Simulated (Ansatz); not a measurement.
Task: Name a neutral molecule of Br, C, N, Si and H with LUMO energy (ωB97M-V/def2-TZVPP) between 2.20 and 2.50 eV and HOMO energy (ωB97M-V/def2-TZVPP) between -9.20 and -8.90 eV (Ansatz, PBE0-D4/def2-TZVP geometry).

Result: `CN(C)[Si](Br)(Br)N(C)C` (2.21 eV, -9.15 eV). Other molecules can fit too; these were computed, each in one conformer that needn't be the lowest.
